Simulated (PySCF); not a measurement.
Record of a relaxation.

Mo(NH)2Cl2 (singlet state).
Bonds: Mo1–N2, Mo1–N4, Mo1–Cl6, Mo1–Cl7. Hydrogens: H3 on N2; H5 on N4.

Method: PBE0-D3(BJ)/def2-SVP geometry optimisation, gas phase, def2 core potentials past Kr in PySCF 2.14.0; density fitting, grid level 1; the optimiser is geomeTRIC in internal coordinates, started from a GFN2-xTB structure with every atom displaced at random (about 0.03 Å). The frame can shift and turn from step to step; on so coarse a grid that alone can change the energy by a few meV, and forces under 0.02 eV/Å are noise.

Step 0: E = -29894.4887 eV, largest atomic force 9.637 eV/Å
```
atom  x, y, z in Å  |  force x, y, z in eV/Å
Mo1    -0.254   -0.073   -0.208    3.167   3.212  -0.039
N2     -0.380   -0.035    1.506   -0.179  -0.337  -1.913
H3     -0.258   -0.042    2.485    0.472   0.059   1.552
N4      1.390    0.014   -0.884   -9.321  -0.351   2.422
H5      2.277   -0.011   -1.089    6.822  -0.084  -1.185
Cl6    -1.355    1.811   -0.918    0.196  -0.168   0.079
Cl7    -1.328   -1.765   -0.961   -1.156  -2.330  -0.915
```

Step 1: E = -29895.2090 eV, largest atomic force 1.129 eV/Å
```
atom  x, y, z in Å  |  force x, y, z in eV/Å
Mo1    -0.295   -0.024   -0.243   -0.658   0.860   0.318
N2     -0.352   -0.032    1.465   -0.242  -0.139   0.080
H3     -0.140   -0.054    2.457    0.310   0.029   0.059
N4      1.297    0.014   -0.829    0.115  -0.186  -0.432
H5      2.294   -0.025   -0.964    0.571   0.057   0.213
Cl6    -1.367    1.864   -0.946    0.096   0.075   0.011
Cl7    -1.344   -1.845   -1.008   -0.192  -0.696  -0.249
```

Step 2: E = -29895.2878 eV, largest atomic force 0.969 eV/Å
```
atom  x, y, z in Å  |  force x, y, z in eV/Å
Mo1    -0.358   -0.001   -0.268    0.942   0.022   0.226
N2     -0.358   -0.040    1.445   -0.403  -0.021  -0.156
H3     -0.031   -0.067    2.411    0.164   0.003  -0.143
N4      1.276    0.008   -0.809   -0.586  -0.052  -0.226
H5      2.298   -0.028   -0.836   -0.237   0.039   0.243
Cl6    -1.377    1.921   -0.961    0.065   0.043   0.040
Cl7    -1.358   -1.896   -1.050    0.055  -0.033   0.017
```

Step 3: E = -29895.3216 eV, largest atomic force 0.462 eV/Å
```
atom  x, y, z in Å  |  force x, y, z in eV/Å
Mo1    -0.378    0.008   -0.279   -0.103  -0.288  -0.160
N2     -0.376   -0.051    1.425   -0.173   0.025   0.263
H3      0.036   -0.081    2.358    0.047  -0.016  -0.074
N4      1.241    0.004   -0.807    0.406   0.039  -0.216
H5      2.263   -0.023   -0.735   -0.288   0.011   0.074
Cl6    -1.351    1.960   -0.955    0.026   0.065   0.029
Cl7    -1.344   -1.920   -1.075    0.085   0.164   0.084
```

Step 4: E = -29895.3297 eV, largest atomic force 0.255 eV/Å
```
atom  x, y, z in Å  |  force x, y, z in eV/Å
Mo1    -0.383    0.004   -0.288   -0.186  -0.170  -0.021
N2     -0.396   -0.061    1.421   -0.001   0.020  -0.028
H3      0.049   -0.093    2.338   -0.002  -0.015  -0.011
N4      1.238    0.005   -0.817    0.254   0.026  -0.010
H5      2.253   -0.015   -0.697   -0.138   0.000  -0.001
Cl6    -1.328    1.980   -0.941    0.023   0.012   0.023
Cl7    -1.341   -1.921   -1.086    0.049   0.129   0.048
```

Step 5: E = -29895.3314 eV, largest atomic force 0.056 eV/Å
```
atom  x, y, z in Å  |  force x, y, z in eV/Å
Mo1    -0.386    0.001   -0.295   -0.027  -0.017  -0.046
N2     -0.405   -0.070    1.413    0.026  -0.006   0.015
H3      0.049   -0.106    2.325   -0.020  -0.012   0.011
N4      1.240    0.005   -0.814    0.021   0.001   0.023
H5      2.250   -0.012   -0.672   -0.005  -0.004  -0.003
Cl6    -1.310    1.992   -0.927    0.007   0.011   0.006
Cl7    -1.348   -1.911   -1.099   -0.003   0.026  -0.008
```

Step 6: E = -29895.3316 eV, largest atomic force 0.083 eV/Å
```
atom  x, y, z in Å  |  force x, y, z in eV/Å
Mo1    -0.385    0.001   -0.300    0.039   0.058   0.044
N2     -0.411   -0.081    1.409    0.018  -0.013  -0.036
H3      0.038   -0.124    2.323   -0.021  -0.012   0.011
N4      1.245    0.003   -0.809   -0.079  -0.006   0.013
H5      2.252   -0.015   -0.658    0.062  -0.009   0.005
Cl6    -1.290    2.007   -0.915    0.007   0.003  -0.001
Cl7    -1.356   -1.893   -1.119   -0.027  -0.020  -0.037
```

Step 7: E = -29895.3319 eV, largest atomic force 0.089 eV/Å
```
atom  x, y, z in Å  |  force x, y, z in eV/Å
Mo1    -0.383    0.003   -0.300    0.047   0.056   0.051
N2     -0.413   -0.084    1.408    0.009  -0.012  -0.034
H3      0.031   -0.130    2.325   -0.018  -0.013   0.005
N4      1.247    0.002   -0.807   -0.079  -0.004   0.005
H5      2.254   -0.017   -0.656    0.056  -0.011   0.009
Cl6    -1.285    2.011   -0.912    0.009   0.003   0.000
Cl7    -1.359   -1.886   -1.127   -0.025  -0.018  -0.037
```

Step 8: E = -29895.3322 eV, largest atomic force 0.039 eV/Å
```
atom  x, y, z in Å  |  force x, y, z in eV/Å
Mo1    -0.382    0.004   -0.299    0.017   0.028   0.022
N2     -0.414   -0.086    1.408    0.007  -0.009  -0.011
H3      0.027   -0.134    2.327   -0.017  -0.015   0.000
N4      1.248    0.002   -0.806   -0.022   0.001   0.006
H5      2.256   -0.019   -0.656    0.020  -0.011   0.006
Cl6    -1.282    2.013   -0.911    0.011   0.006   0.003
Cl7    -1.361   -1.882   -1.132   -0.016   0.001  -0.027
```

Step 9: E = -29895.3324 eV, largest atomic force 0.026 eV/Å
```
atom  x, y, z in Å  |  force x, y, z in eV/Å
Mo1    -0.381    0.006   -0.298    0.008   0.011   0.011
N2     -0.415   -0.088    1.409    0.001  -0.006  -0.005
H3      0.021   -0.139    2.329   -0.015  -0.016  -0.003
N4      1.250    0.001   -0.804    0.000   0.004   0.005
H5      2.258   -0.023   -0.655    0.001  -0.013   0.007
Cl6    -1.278    2.016   -0.909    0.013   0.008   0.006
Cl7    -1.363   -1.875   -1.139   -0.010   0.012  -0.020
```

Q: Summarise the path.

A: The energy falls by 19.45 kcal/mol from step 0 to step 9; nine tenths of that is first reached at step 2. It falls at every step. The largest force goes from 9.637 to 0.026 eV/Å. Among the bonds Mo1–Cl7 changes most, from 2.140 to 2.283 Å; the atoms move by 0.241 Å rms after alignment.

The cost below is that of the whole optimisation. The run took 60 s on one thread of an Arm Neoverse V1 (shared host), and the process peaked at 0.42 GiB of memory.
